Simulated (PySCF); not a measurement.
SCF from a fresh guess for singlet TaF₃, at the B3LYP minimum. PySCF input:

```python
from pyscf import gto, scf, dft
mol = gto.M(atom='''
Ta     0.000000    -0.000000     0.000942
F     -0.000000    -0.000000     1.854215
F      1.608313    -0.000000    -0.920830
F     -1.608313     0.000000    -0.920830''',
    basis={'Ta': 'def2-SVP', 'F': 'def2-SVP'},
    ecp={'Ta': 'def2-SVP'},
    charge=0, spin=0)
mf = dft.RKS(mol, xc='B3LYP')
mf.grids.atom_grid = (50, 194)
aux = {'Ta': 'def2-universal-JKFIT', 'F': 'def2-universal-JKFIT'}
mf = mf.density_fit(auxbasis=aux)
mf.conv_tol = 1e-08
mf.diis_space = 10
mf.max_cycle = 60
mf.init_guess = 'minao'
mf.verbose = 4
mf.kernel()
```

Excerpt of the output (cycles and frontier levels):

```
init E= -343.656473481605
  HOMO = -0.461701974633574  LUMO = -0.431896409990532  gap/eV = 0.81105
cycle= 1 E= -356.376992053628  delta_E= -12.7  |g|= 0.744  |ddm|= 7.62
  HOMO = -0.139228177962472  LUMO = 0.0125616881308478  gap/eV = 4.13041
cycle= 2 E= -356.376368112006  delta_E= 0.000624  |g|= 0.831  |ddm|= 1.76
  HOMO = -0.195337361194323  LUMO = -0.0753765438036895  gap/eV = 3.26430
cycle= 3 E= -356.482263907993  delta_E= -0.106  |g|= 0.196  |ddm|= 0.683
  HOMO = -0.216957807280465  LUMO = -0.100435660296616  gap/eV = 3.17073
cycle= 4 E= -356.490565814783  delta_E= -0.0083  |g|= 0.0246  |ddm|= 0.245
  HOMO = -0.214381787183505  LUMO = -0.0969528196059255  gap/eV = 3.19540
cycle= 5 E= -356.490702220973  delta_E= -0.000136  |g|= 0.00186  |ddm|= 0.0291
  HOMO = -0.214653218849758  LUMO = -0.0972369476465729  gap/eV = 3.19506
cycle= 6 E= -356.490702891706  delta_E= -6.71e-07  |g|= 0.000488  |ddm|= 0.00222
  HOMO = -0.214726532743523  LUMO = -0.0973372836023306  gap/eV = 3.19432
cycle= 7 E= -356.490702929588  delta_E= -3.79e-08  |g|= 0.000346  |ddm|= 0.000717
  HOMO = -0.214744362889235  LUMO = -0.0973574695547655  gap/eV = 3.19426
cycle= 8 E= -356.490702951118  delta_E= -2.15e-08  |g|= 1.95e-05  |ddm|= 0.000264
  HOMO = -0.214746267709288  LUMO = -0.0973618245787243  gap/eV = 3.19419
cycle= 9 E= -356.490702951248  delta_E= -1.3e-10  |g|= 2.26e-06  |ddm|= 6e-05
  HOMO = -0.21474666956966  LUMO = -0.097362326792054  gap/eV = 3.19419
Extra cycle  E= -356.490702951248  delta_E= -5.68e-14  |g|= 3.39e-06  |ddm|= 7.5e-06
converged SCF energy = -356.490702951248
```

No lower solution of this spin was found by a stability analysis within the restricted form, which does not test spin polarisation.

With an element this heavy the missing spin–orbit coupling can shift these numbers.

The search for the lowest solution, with the stability check, took 4.1 s on 2 threads of a shared Arm Neoverse N1 host, with 74 basis functions; the process peaked at 0.31 GiB.
